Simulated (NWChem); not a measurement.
System: CH$_{4}$OSSe; SMILES S[Se]OC

```xyz
8

Se     0.7376     0.0310     0.0507
O     -0.1654    -1.4005    -0.5699
C     -1.1361    -1.9436     0.2898
H     -1.9796    -1.2463     0.4458
H     -1.5235    -2.8475    -0.2046
H     -0.7195    -2.2231     1.2743
S     -0.7164     1.6598    -0.0978
H     -1.2527     1.5722     1.1444
```
Atoms are numbered in this order, from 1.

Computed with NWChem. Geometry: optimised at PBE0/def2-SVP. Ions are spin-unrestricted doublets at the neutral geometry; other ion states weren't tried.

**Question.** Estimate the computed values for B3LYP/def2-SVP. Quantities: vertical ionisation energy, ΔSCF (eV); −ε(HOMO) (eV).

**Answer.** 
```
Property                               Result
-------------------------------------  ------
vertical ionisation energy, ΔSCF (eV)    8.94
−ε(HOMO) (eV)                            6.41
```
